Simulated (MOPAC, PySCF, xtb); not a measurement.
Potential energy curve for H3ClGe, SMILES [Cl][GeH3]. The Ge1–H5 bond (Ge1 also carries Cl, H, H; H5 carries nothing else) is pulled apart rigidly from the PBE0/def2-TZVP optimised geometry.

- PM6, restricted, heats of formation (MOPAC)
- GFN1-xTB (xtb)
- UKS-B3LYP/6-31G* = unrestricted B3LYP/6-31G*, spherical d in PySCF

Energies are in eV, each relative to the lowest point of its own curve near equilibrium.

```csv
R / Å,PM6,GFN1-xTB,UKS-B3LYP/6-31G*
1.21,1.345,1.333,1.562
1.28,0.739,0.587,0.862
1.39,0.189,0.082,0.241
1.43,0.086,0.020,0.122
1.49,0.008,0.000,0.023
1.53,0.000,0.023,0.000
1.56,0.014,0.055,0.002
1.60,0.056,0.112,0.026
1.68,0.207,0.266,0.133
1.76,0.426,0.457,0.298
1.93,1.032,0.922,0.760
2.04,1.478,1.230,1.098
2.30,2.550,1.909,1.903
2.58,3.594,2.542,2.681
2.75,4.138,2.872,3.021
3.03,4.875,3.335,3.359
3.35,5.501,3.762,3.550
3.79,6.081,4.213,3.655
4.18,6.414,4.513,3.689
4.62,6.668,4.760,3.704
5.36,6.945,5.009,3.713
```

At the longest distance, 5.36 Å, PM6 lies highest above its minimum (6.945 eV) and UKS-B3LYP/6-31G* lowest (3.713 eV).

The restricted form behind PM6 keeps the bonding electrons paired and can't separate into open-shell fragments. The unrestricted determinant behind UKS-B3LYP/6-31G* is spin-contaminated at 2.58 to 5.36 Å (<S²> up to 1.0, against 0.00 for a pure singlet).
